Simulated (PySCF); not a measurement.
Molecule: SMILES C/N=C\[SiH2]P, C$_{2}$H$_{8}$NPSi.

Geometry (Å), atoms numbered from 1 in this order:
```xyz
13

C     1.9357    0.6030    0.1972
N     1.5887   -0.2532   -0.8846
C     0.4847   -0.8496   -0.9295
Si   -0.9741   -0.8411    0.3130
P    -1.8504    1.2184    0.4474
H     2.8031    0.1764    0.7034
H     1.1229    0.7527    0.9224
H     2.2378    1.5643   -0.2201
H     0.3468   -1.4666   -1.8146
H    -1.9144   -1.8499   -0.1907
H    -0.5619   -1.2088    1.6717
H    -3.1469    0.7976    0.6782
H    -2.0764    1.3572   -0.9117
```

Frames of a GFN2-xTB Langevin trajectory at 300 K; GIAO PBE0/pcSseg-1 shieldings in PySCF, gas phase, non-relativistic; equivalent atoms averaged within each frame.

δ = σ(ref) − σ, references computed at the same level: TMS for ¹³C (186.93 ppm), ²⁹Si (349.16 ppm), ¹H (31.72 ppm); ¹⁵N (267.73 ppm) against NH3; ³¹P (318.38 ppm) vs H3PO4. The references are static minima.

How do the shifts (ppm) fluctuate along the trajectory?

Results:


```tsv
time (fs)	C3	C1	N2	Si4	P5	H9	H10/H11	H6/H7/H8	H12/H13
250	160.1	52.5	455.8	-86.3	-325.4	8.62	4.81	4.30	0.68
425	184.9	53.9	487.6	-79.6	-339.5	9.31	4.28	3.76	1.40
625	189.4	48.9	449.2	-77.9	-249.4	8.98	3.94	3.58	2.90
800	175.9	54.5	450.5	-86.0	-288.7	8.65	4.91	4.69	2.37
1000	165.3	45.5	457.5	-89.8	-309.3	9.29	4.83	4.28	1.13
mean of frames	175.1	51.1	460.1	-83.9	-302.5	8.97	4.55	4.12	1.70
standard deviation	12.5	3.8	15.7	5.0	35.2	0.33	0.42	0.45	0.91
```

5 frames give an uncertainty of the mean of about the standard deviation over 2.2 at best, since frames this close in time may not be independent; classical motion lacks zero-point vibration, and the reference would need the same averaging.
